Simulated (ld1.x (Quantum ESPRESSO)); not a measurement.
## Pseudopotential generation for gallium (Ga): PAW, PBEsol, scalar-relativistic.

ld1.x (Quantum ESPRESSO) 7.5 input, shortened:

```
&input
   title='Ga', zed=31., rel=1, dft='PBESOL', iswitch=3,
   config='[Ar] 3d10 4s2 4p1'
 /
 &inputp
   pseudotype=3, lpaw=.true., tm=.true., lloc=-1, rcloc=2.10,
   nlcc=.true., rcore=1.30,
   which_augfun='PSQ', rmatch_augfun_nc=.true.
 /
4
4S  1  0   2.00   0.00  1.55  2.15  0.0
4S  1  0   0.00   0.05  1.55  2.15  0.0
4P  2  1   1.00   0.00  1.65  2.15  0.0
4P  2  1   0.00   0.35  1.65  2.15  0.0
 &test
   configts(1)='4s2 4p1'
 /
```

All-electron outer shells of the reference configuration (PBEsol, scalar-relativistic, ld1.x):

```json
{"shell": "3p", "level (eV)": "-98.68", "outermost node (bohr)": "0.24", "outermost maximum (bohr)": "0.56"}
{"shell": "3d", "level (eV)": "-19.16", "outermost node (bohr)": "–", "outermost maximum (bohr)": "0.53"}
{"shell": "4s", "level (eV)": "-8.96", "outermost node (bohr)": "0.81", "outermost maximum (bohr)": "1.90"}
{"shell": "4p", "level (eV)": "-2.57", "outermost node (bohr)": "0.87", "outermost maximum (bohr)": "2.53"}
```

(1) Estimate the cutoffs (Ry, on a coarse ladder) from which the occupation-weighted sum of valence levels, in a spherical-Bessel basis at the reference potential, stays within 10 and 1 mRy of its value at 400 Ry.

(2) What does a ghost test show?

(3) Is the overlap operator S = 1 + Σ q|β⟩⟨β| positive definite (Bessel basis up to 400 Ry)?

(4) Tests: 4s2 4p0; 4s1 4p0; 4s2 4p0.5; 4s0 4p3; 4s1 4p2; 4s1 4p1; 4s2 4p1.3. Which has the largest error in its energy relative to the reference configuration, and how large is it?

Results:

(1) 6 Ry and 8 Ry.

(2) No extra level below or beside the all-electron valence levels (s, p, d, f tested).

(3) Yes: its lowest eigenvalue is 0.39 (s channel).

(4) 4s1 4p0, with -213 meV (all-electron minus pseudo) on +26.82 eV.
